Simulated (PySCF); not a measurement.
Computed Raman spectrum (relative Raman activity) of a molecule CH7NSi3. Geometry optimised at PBE-D3(BJ)/def2-SVP. The values are those of a single conformer. Method: PySCF with PBE-D3(BJ)/def2-SVP. Frequencies are harmonic and unscaled.

Lines under 2 % of the strongest are left out, and lines within 2 cm⁻¹ are merged.

ν (cm⁻¹): 344 (w), 413 (w), 454 (vw), 484 (vw), 523 (vw), 554 (w), 591 (vw), 644 (vw), 676 (vw), 824 (vw), 896 (w), 901 (w), 1243 (vw), 2121 (s), 2137 (s), 2144 (m), 2149 (vs), 2165 (m), 2170 (m), 2937 (vs) (against the strongest line: vs over 80 %, s over 45 %, m over 15 %, w over 4 %, vw less)

Task: Pick the molecule that these values belong to.
A. [SiH3][Si@H]1N=C[SiH2]1
B. [SiH3][Si@@H]1C=N[SiH2]1
C. C1=N[SiH2][SiH2][SiH2]1
D. [SiH3]C1=N[SiH2][SiH2]1

Result: A, [SiH3][Si@H]1N=C[SiH2]1
